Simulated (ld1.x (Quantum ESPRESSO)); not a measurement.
## What the settings do to the TM potential of cobalt (Co)

Base potential:

| Quantity | Value |
| --- | --- |
| Element | Co |
| Generator | ld1.x (Quantum ESPRESSO) 7.5 |
| Type | norm-conserving Troullier–Martins (Kleinman–Bylander form) |
| Functional | PBEsol |
| Relativity | scalar-relativistic |
| Frozen core | [Ne] 3s2 |
| Valence charge | 15 |
| Reference configuration | 3p6 3d7 4s0.5 4p0 (charge +1.5) |
| Partial waves | 3p (bound): rc 1.00 bohr; 3d (bound): rc 0.80 bohr; 4s (bound): rc 1.80 bohr |
| Local potential | the s channel |
| Core correction | none |

All-electron outer shells of the reference configuration (PBEsol, scalar-relativistic, ld1.x):

```csv
shell,level (eV),outermost node (bohr),outermost maximum (bohr)
3s,-115.91,0.31,0.67
3p,-79.30,0.28,0.68
3d,-21.87,–,0.66
4s,-16.68,0.95,2.13
4p,-10.86,1.04,2.60
```

Cutoffs, loose and tight: the cutoffs (Ry, on a coarse ladder) from which the occupation-weighted sum of valence levels, in a spherical-Bessel basis at the reference potential, stays within 10 and 1 mRy of its value at 400 Ry. They do not see the model core or the augmentation charge, which bear on the density cutoff. Test errors are all-electron minus pseudo excitation energies from the reference, over the configurations 3p6 3d7 4s2 4p0; 3p6 3d7 4s1 4p0; 3p6 3d7 4s0 4p0; 3p6 3d5 4s0 4p0; 3p6 3d7.5 4s1.5 4p0; 3p6 3d6 4s0 4p0; 3p6 3d6 4s2 4p1. A dash means not determined; rows that change the core or the reference have their own tests.

| change | outcome | cutoff, loose | cutoff, tight | bound ghosts | largest test error (meV) |
| --- | --- | --- | --- | --- | --- |
| base | generated | 300 Ry | over 300 Ry | none | -1500 |
| wave 3p (bound): rc 1.00 bohr becomes 3p (bound): rc 0.66 bohr | generated | 300 Ry | over 300 Ry | none | -1504 |
| wave 3p (bound): rc 1.00 bohr becomes 3p (bound): rc 0.76 bohr | generated | 300 Ry | over 300 Ry | none | -1505 |
| wave 3p (bound): rc 1.00 bohr becomes 3p (bound): rc 0.84 bohr | generated | 300 Ry | over 300 Ry | none | -1504 |
| wave 3p (bound): rc 1.00 bohr becomes 3p (bound): rc 0.98 bohr | generated | 300 Ry | over 300 Ry | none | -1500 |
| wave 3p (bound): rc 1.00 bohr becomes 3p (bound): rc 1.10 bohr | generated | 300 Ry | over 300 Ry | none | -1497 |
| wave 3p (bound): rc 1.00 bohr becomes 3p (bound): rc 1.16 bohr | generated | 300 Ry | over 300 Ry | none | -1496 |
| wave 3p (bound): rc 1.00 bohr becomes 3p (bound): rc 1.30 bohr | generated | 300 Ry | over 300 Ry | none | -1498 |
| wave 3p (bound): rc 1.00 bohr becomes 3p (bound): rc 1.42 bohr | generated | 300 Ry | over 300 Ry | none | -1505 |
| wave 3p (bound): rc 1.00 bohr becomes 3p (bound): rc 1.48 bohr | generated | 300 Ry | over 300 Ry | none | -1511 |

Reading the sweep of the p radius (base included, trends over the rows without a ghost): The loose cutoff stays near 300 Ry. The median size of the test errors (rows with all tests solved) stays near 21.8 meV.
